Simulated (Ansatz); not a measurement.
This geometry of Cl3FGe + H2O (8 atoms, charge 0, multiplicity 1) is a first-order saddle point.

Computed with RKS PBE-D4/def2-SVP (Ansatz 0.2.0).

```xyz
8
Properties=species:S:1:pos:R:3
Ge -0.363 0.086 -0.216
F -0.239 0.882 1.660
Cl 1.602 -0.751 0.099
Cl -0.558 2.053 -1.054
Cl -1.072 -1.206 -1.844
O -1.849 -0.439 0.933
H -1.980 -1.407 1.000
H -1.203 0.152 1.713
```

(1) Which two structures does it join? (They come from a converged band through this point; their orientation in space is the band's.)

(2) How far does it lie above each of them?

## Answers

(1) Bonds broken: Ge1–F2, O6–H8. Bonds formed: Ge1–O6, F2–H8. Cl3FGe + H2O becomes Cl3GeHO + FH.

Image 0:

```xyz
8
Properties=species:S:1:pos:R:3
Ge 0.049 0.058 -0.092
F 0.215 -0.017 1.660
Cl 2.138 -0.030 -0.659
Cl -0.624 1.929 -0.899
Cl -0.746 -1.764 -0.979
O -2.228 0.062 0.858
H -2.535 -0.835 0.615
H -1.930 -0.032 1.787
```

Image 8:

```xyz
8
Properties=species:S:1:pos:R:3
Ge -0.450 -0.130 -0.483
F -0.349 1.041 2.329
Cl 1.539 -0.676 0.085
Cl -0.592 1.932 -1.007
Cl -1.037 -1.361 -2.159
O -1.653 -0.494 0.802
H -2.105 -1.344 0.632
H -1.013 0.403 2.093
```

(2) 0.65 eV above the first and 0.39 eV above the second. This is the barrier of this one path; another mechanism may lie lower. The orbitals stay closed-shell, which can raise the energy where a bond breaks towards radicals; this wasn't checked here.

The run took 3.4 min on 4 threads of Arm Neoverse V2, on a shared host, peak memory 0.19 GiB.
